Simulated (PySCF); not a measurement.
Isomers of C5H10O2Si, one GFN2-xTB conformer each. Single-point energies are computed at PBE0/pcSseg-1 (PySCF, gas phase, no added dispersion term), electronic only.

Question: Rank them by PBE0/pcSseg-1 energy, lowest first (kJ/mol).
A. `[CH3:1][C@H:2]1[CH:3]=[CH:4][CH2:5][Si:6]1([OH:7])[OH:8]` with C5–Si6–O7–H -55°, C5–Si6–O8–H -154°
B. `[CH3:1][CH2:2][Si@:3]1([OH:4])[CH2:5][CH:6]=[CH:7][O:8]1` with C1–C2–Si3–O4 51°, C2–Si3–O4–H 162°
C. `[CH3:1][CH2:2][C:3]#[C:4][Si@H:5]([OH:6])[O:7][CH3:8]` with C4–Si5–O6–H -91°, C4–Si5–O7–C8 -54°

Answer: A (0.0), B (18.4), C (168.9).

As drawn, the lowest has a C=C bond outside aromatic rings, which the highest lacks; the highest has a C≡C bond, which the lowest lacks. GFN2-xTB itself gives, in the same order: 0.0, 4.6, 74.9. Both levels put the same isomer lowest; measured from each level's own lowest isomer, the values differ by up to 94.0 kJ/mol (CCC#C[Si@H](O)OC: 74.9 against 168.9).

Question: Which frontier levels, dipoles and rotational constants go with these structures?

Answer: 
| SMILES | HOMO (eV, PBE0/pcSseg-1) | LUMO (eV) | dipole (D) | A, B, C (MHz) |
| --- | --- | --- | --- | --- |
| C[C@H]1C=CC[Si]1(O)O | -7.00 | 0.69 | 1.58 | 2205, 1637, 1266 |
| CC[Si@]1(O)CC=CO1 | -6.47 | 0.83 | 1.06 | 3128, 1211, 1154 |
| CCC#C[Si@H](O)OC | -7.76 | 0.15 | 2.87 | 2641, 801.1, 649.0 |
